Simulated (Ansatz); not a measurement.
`[NH]=[Nb]([NH2])([F])[Cl]` and `[NH]=[Nb]([F])([Cl])[Cl]` differ in one atom or group.

Ansatz, PBE0-D4/def2-TZVP geometries, multiplicity 1. Each molecule was computed in one conformer, which needn't be the lowest.

Elements past krypton have def2 core potentials.

| property | `[NH]=[Nb]([NH2])([F])[Cl]` |
| --- | --- |
| HOMO–LUMO gap (ωB97M-V/def2-TZVPP) / eV | 11.08 |
| HOMO–LUMO gap (B3LYP/def2-TZVPP) / eV | 6.21 |
| size of the dipole moment (PBE/def2-TZVPP) / D | 2.80 |
| HOMO energy (ωB97M-V/def2-TZVPP) / eV | -10.56 |
| HOMO energy (B3LYP/def2-TZVPP) / eV | -8.03 |
| size of the dipole moment (B3LYP/def2-TZVPP) / D | 2.83 |

(1) What does the change do to each property? (Best estimate.)

## Answers

(1) Computed: 
```
                                        property  `[NH]=[Nb]([F])([Cl])[Cl]`  shift
         HOMO–LUMO gap (ωB97M-V/def2-TZVPP) / eV                       10.52  -0.56
           HOMO–LUMO gap (B3LYP/def2-TZVPP) / eV                        5.73  -0.48
  size of the dipole moment (PBE/def2-TZVPP) / D                        1.36  -1.44
           HOMO energy (ωB97M-V/def2-TZVPP) / eV                      -10.98  -0.42
             HOMO energy (B3LYP/def2-TZVPP) / eV                       -8.49  -0.46
size of the dipole moment (B3LYP/def2-TZVPP) / D                        1.42  -1.41
```

With PBE0 the HOMO falls by 0.47 eV and the LUMO falls by 0.98 eV, so the gap narrows by about 0.51 eV. PBE moves the HOMO by -0.51 eV and ωB97M-V by -0.42 eV. The zero-point energy changes by -63.6 kJ/mol with -6 modes. Dipoles are sizes alone; their direction can turn.

B3LYP here is the variant with VWN-RPA as its local correlation; programs differ in this.
